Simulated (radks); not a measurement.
Initial-state core-level shifts of the holmium ion Ho+ when its valence configuration changes from [Xe] 4f11 6s1. All-electron calculation, scalar-relativistic Kohn-Sham, PBE, spin-polarised, spherical densities, point nucleus; open shells are filled with parallel spins first (spin-orbit coupling, left out, can overturn this in heavy ions). Program: a radial shooting solver on a logarithmic mesh with Libxc functionals. Shifts are changes of the shell-averaged eigenvalues in eV (positive: less bound).

valence                1s       2p       3p       5p
4f12               +5.876   +6.193   +6.677   +4.015
4f10 6s2           -8.754   -9.249  -10.018   -5.385
4f9 5d1 6s2       -16.310  -17.328  -19.177   -8.542
4f11 5d1           +1.519   +1.580   +1.533   +1.635
4f11 6p1           -1.385   -1.369   -1.349   -1.403
4f8 5d1 6s2 6p1   -28.794  -30.546  -33.610  -15.429
4f9 5d1 6p2       -18.738  -19.742  -21.595  -10.853
4f10.5 5d0.5 6s1   -3.085   -3.276   -3.661   -1.549
4f10 6s1 6p1       -9.952  -10.442  -11.209   -6.529
